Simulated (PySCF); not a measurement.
`C[C@H]1NC[C@H]1[S@](C)=O`, C$_{5}$H$_{11}$NOS

Cartesian coordinates in Å; atom numbers follow the order of the lines, from 1:
```xyz
19

C    -1.430   -1.685   -0.212
C    -1.243   -0.302   -0.817
N    -1.930    0.799   -0.123
C    -0.675    1.278    0.458
C     0.104    0.369   -0.492
S     1.369   -0.718    0.313
C     2.553    0.668    0.621
O     1.959   -1.512   -0.765
H    -0.724   -2.381   -0.658
H    -2.441   -2.041   -0.399
H    -1.259   -1.659    0.863
H    -1.499   -0.323   -1.882
H    -2.652    0.522    0.532
H    -0.520    1.017    1.513
H    -0.539    2.355    0.333
H     0.572    0.863   -1.340
H     2.848    1.102   -0.328
H     2.075    1.404    1.257
H     3.422    0.251    1.119
```

Computed, not measured: TDDFT CAM-B3LYP/def2-SVPD circular dichroism and optical rotation, one conformer, gas phase (PySCF 2.14.0). Geometry: GFN2-xTB.

The molecule is flexible and this is one conformer; a measurement averages over conformers.

Draw the ECD and absorption spectra from the lowest 8 states, each a Gaussian of half-width 0.35 eV at 1/e height.


| E (eV) | λ (nm) | Δε (L mol⁻¹ cm⁻¹) | ε (L mol⁻¹ cm⁻¹) |
| --- | --- | --- | --- |
| 5.42 | 229 | +2.47 | 194 |
| 5.57 | 222 | +6.54 | 620 |
| 5.72 | 217 | +11.15 | 1470 |
| 5.87 | 211 | +10.89 | 2600 |
| 6.02 | 206 | +2.59 | 3500 |
| 6.17 | 201 | -8.41 | 3620 |
| 6.32 | 196 | -14.58 | 3080 |
| 6.47 | 191 | -15.71 | 2710 |
| 6.62 | 187 | -15.55 | 3060 |
| 6.77 | 183 | -14.57 | 3820 |

Δε uses R in velocity form, ε uses f in length form. Only the states computed contribute, so the short-wavelength end is incomplete.
